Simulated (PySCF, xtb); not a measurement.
SbCl2, SMILES [Cl][Sb+][Cl] (connectivity only; charge and spin as stated), charge +1, multiplicity 1.

Harmonic wavenumbers (cm⁻¹) from GFN2-xTB (xtb) at its own minimum, in rising order: 113, 339, 353.

Question: What does PySCF 2.14.0 with PBE-D3(BJ)/def2-TZVP give at its own minimum? (Estimate from the structure and the level; the computed values follow.)

Answer: 135, 405, 413. Paired by order, the mean absolute difference is 49 cm⁻¹ and the zero-point energies are 1.1 and 1.4 kcal/mol.
